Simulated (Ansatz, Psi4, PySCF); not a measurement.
CH₆AlClOSi, singlet, geometry from GFN2-xTB (such geometries of metal compounds can be far from the true shape), atoms displaced at random by about 0.08 Å a coordinate. Base run: HF/6-31G, gradient (PySCF).

Input for PySCF:
```python
from pyscf import gto, scf

mol = gto.Mole()
mol.atom = '''
    Al   -0.217952    0.046472   -0.095679
    Cl   -2.305064    0.207669    0.133119
    O     0.310223   -0.837855   -1.130093
    C     0.915985   -1.650062   -2.256480
    H     1.395226   -2.625763   -1.816765
    H    -0.030425   -1.889040   -3.017611
    H     1.765126   -1.173689   -2.807281
    Si    1.435072    1.161737    1.452331
    H     2.532354    1.940700    0.620872
    H     2.579988   -0.063615    2.177438
    H     1.052686    1.938468    2.385463
'''
mol.basis = '6-31g'
mol.charge = 0
mol.spin = 0
mol.verbose = 4
mol.build()

mf = scf.RHF(mol)
mf.kernel()
g = mf.nuc_grad_method()
grad = g.kernel()
```

Programs used: Ansatz (a quantum-chemistry and plane-wave program), Psi4, PySCF; a row that names a program was run with it.

The coordinate followed is x of atom 6.

Variants of this job, named by their change:

| change | dE/dx (Eh/bohr) | net force (Eh/bohr) |
|---|---|---|
| base | -0.062443 | 0.000000 |
| finite difference step (bohr) = 1e-3; conv_tol = 1e-11 | -0.062442 | - |
| conv_tol = 1e-11 | -0.062443 | 0.000000 |
| code = ansatz | -0.062443 | 0.000000 |
| finite difference step (bohr) = 1e-4; conv_tol = 1e-11 | -0.062443 | - |
| density fitting = on; auxbasis_response = off | -0.062439 | 0.000996 |
| finite difference step (bohr) = 0.2; conv_tol = 1e-11 | -0.060878 | - |
| finite difference step (bohr) = 0.05; conv_tol = 1e-11 | -0.062344 | - |
| finite difference step (bohr) = 0.01; conv_tol = 1e-11 | -0.062439 | - |
| code = psi4 | -0.062453 | 0.000000 |
| conv_tol = 1e-4 | -0.062474 | 0.000000 |
| density fitting = on | -0.062458 | 0.000000 |

The net force is zero for an exact gradient.
